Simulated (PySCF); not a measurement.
**`[C](=C)(C)[GeH2][AsH]C`, C4H11AsGe**

Molfile (atoms numbered from 1):
```
C4H11AsGe
     RDKit          3D

 17 16  0  0  0  0  0  0  0  0999 V2000
   -1.4360   -1.2582   -0.9430 C   0  0  0  0  0  0  0  0  0  0  0  0
   -1.2551   -0.3216   -0.0026 C   0  0  0  0  0  0  0  0  0  0  0  0
   -1.9701    0.9958   -0.0161 C   0  0  0  0  0  0  0  0  0  0  0  0
    0.0463   -0.6345    1.4192 Ge  0  0  0  0  0  4  0  0  0  0  0  0
    1.8679    0.9287    1.0454 As  0  0  0  0  0  3  0  0  0  0  0  0
    2.4775    0.0723   -0.6313 C   0  0  0  0  0  0  0  0  0  0  0  0
   -0.9069   -2.2158   -0.9223 H   0  0  0  0  0  0  0  0  0  0  0  0
   -2.1335   -1.1024   -1.7761 H   0  0  0  0  0  0  0  0  0  0  0  0
   -1.2566    1.8372   -0.0392 H   0  0  0  0  0  0  0  0  0  0  0  0
   -2.6389    1.0890   -0.8860 H   0  0  0  0  0  0  0  0  0  0  0  0
   -2.5737    1.1294    0.8973 H   0  0  0  0  0  0  0  0  0  0  0  0
    0.5260   -2.0997    1.3402 H   0  0  0  0  0  0  0  0  0  0  0  0
   -0.5838   -0.3616    2.8021 H   0  0  0  0  0  0  0  0  0  0  0  0
    2.8117    0.1715    1.9767 H   0  0  0  0  0  0  0  0  0  0  0  0
    1.7152    0.2531   -1.4028 H   0  0  0  0  0  0  0  0  0  0  0  0
    3.4179    0.5426   -0.9516 H   0  0  0  0  0  0  0  0  0  0  0  0
    2.6290   -1.0105   -0.5273 H   0  0  0  0  0  0  0  0  0  0  0  0
  1  2  2  0
  2  3  1  0
  2  4  1  0
  4  5  1  0
  5  6  1  0
  1  7  1  0
  1  8  1  0
  3  9  1  0
  3 10  1  0
  3 11  1  0
  4 12  1  0
  4 13  1  0
  5 14  1  0
  6 15  1  0
  6 16  1  0
  6 17  1  0
M  END
```

Method: PySCF 2.14.0, GIAO BHandHLYP/pcSseg-1 magnetisability, rotational g tensor and spin-rotation constants, non-relativistic, gas phase. Geometry: PBE0-D3(BJ)/def2-SVP.

The calculation is non-relativistic, which matters for the atoms heavier than Zn.

(1) What are the magnetisability and the molar susceptibility?

(2) Split it along the inertial axes a, b, c into diamagnetic and paramagnetic parts about the centre of mass, with the quadrupole moment.

(3) And the rotational g tensor?

Answers

(1) Isotropic -1697 × 10⁻³⁰ J/T², or -102.2 × 10⁻⁶ cm³/mol; principal values -1782, -1663, -1646 × 10⁻³⁰ J/T², anisotropy 129 × 10⁻³⁰ J/T² (root of half the summed squared differences of the principal values). The susceptibility is in cgs units.

(2) 
| axis | χ (10⁻⁶ cm³/mol) | diamagnetic (10⁻⁶ cm³/mol) | paramagnetic (10⁻⁶ cm³/mol) | summed x² of all electrons (Å²) | quadrupole Θ (D Å) |
| --- | --- | --- | --- | --- | --- |
| a | -101.2 | -682.4 | 581.2 | 257.7 | -0.47 |
| b | -104.1 | -1399.5 | 1295.4 | 88.6 | +0.44 |
| c | -101.3 | -1469.2 | 1367.9 | 72.2 | +0.03 |

Anisotropies 2χaa − χbb − χcc = +2.9 and 2χbb − χaa − χcc = -5.6 × 10⁻⁶ cm³/mol. Θ is traceless in Buckingham's convention.

(3) 
| axis | rotational constant (GHz) | g | nuclear part | electronic part |
| --- | --- | --- | --- | --- |
| a | 2.2377 | -0.0133 | 0.5977 | -0.6110 |
| b | 0.9056 | -0.0044 | 0.5467 | -0.5511 |
| c | 0.8444 | -0.0051 | 0.5375 | -0.5427 |

Asymmetric top; isotopes 75As, 12C, 74Ge, 1H; no vibrational averaging.
